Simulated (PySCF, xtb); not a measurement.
Al(Me)(OMe)(NH2) (C2H8AlNO), SMILES [NH2][Al]([O]C)[CH3]. The values are those of a single conformer.

Harmonic wavenumbers (cm⁻¹) from GFN2-xTB run with xtb 6.7.1 at its own minimum, in rising order: 14, 29, 109, 140, 146, 188, 240, 270, 360, 472, 514, 602, 605, 721, 820, 1143, 1144, 1214, 1283, 1421, 1453, 1461, 1481, 1486, 1487, 2940, 2941, 2958, 2964, 2972, 2989, 3420, 3461.

Task: What does PBE0-D3(BJ)/def2-SVP run with PySCF give at its own minimum? (An estimate is asked for; the answer gives what the named calculation found.)

Result: 33, 42, 87, 89, 168, 227, 251, 345, 405, 567, 612, 659, 677, 783, 861, 1187, 1192, 1214, 1279, 1424, 1426, 1472, 1480, 1487, 1529, 2986, 3051, 3060, 3077, 3149, 3159, 3620, 3711. Paired by order, the mean absolute difference is 63 cm⁻¹ and the zero-point energies are 62.1 and 64.8 kcal/mol.
